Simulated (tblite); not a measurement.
Start geometry of `Fc1nnn2ccccc12` from a force field or distance geometry (Å):
```
atom  x, y, z in Å
F1     2.888    1.591    0.259
C2     2.116    0.504    0.386
N3     2.573   -0.698    0.877
N4     1.538   -1.533    0.857
N5     0.445   -0.891    0.392
C6    -0.853   -1.376    0.194
C7    -1.800   -0.562   -0.300
C8    -1.450    0.815   -0.621
C9    -0.203    1.284   -0.446
C10    0.788    0.424    0.079
H11   -1.020   -2.411    0.466
H12   -2.822   -0.910   -0.454
H13   -2.247    1.448   -1.012
H14    0.046    2.314   -0.698
```

Problem. What comes out of this run: GFN2-xTB geometry optimisation, gas phase (tblite 0.8.0)?

Solution. 
```
atom  x, y, z in Å
F1     2.9392    1.5209    0.2930
C2     2.1205    0.4818    0.3983
N3     2.5028   -0.6999    0.8563
N4     1.4962   -1.5113    0.8434
N5     0.4387   -0.8658    0.3743
C6    -0.8116   -1.3600    0.2016
C7    -1.7760   -0.5419   -0.2948
C8    -1.4846    0.8029   -0.6271
C9    -0.2250    1.2980   -0.4536
C10    0.7611    0.4424    0.0599
H11   -0.9565   -2.3918    0.4766
H12   -2.7748   -0.9206   -0.4373
H13   -2.2695    1.4298   -1.0185
H14    0.0390    2.3150   -0.6943
```

The energy falls by 24.9 kJ/mol over 20 L-BFGS steps, the largest force on an atom goes from 2.98 to 0.005 eV/Å, and the atoms move by 0.048 Å rms after alignment. The bond that changes most is C2–N3 (aromatic C–F carbon to pyridine-type nitrogen), which shortens by 0.053 Å. Bonds longer at the end by more than 0.005 Å: 3 of 15; shorter: 12. Among the angles that change most is C2–N3–N4, from 106.5° to 109.4°. Rotational constants go from 2820, 1280, 880.6 to 2916, 1287, 893.0 MHz. The orientation of the end geometry is arbitrary; only internal coordinates are fixed.

Its GFN2-xTB frequencies are all real (lowest 156 cm⁻¹).

All values are computed, not measured.
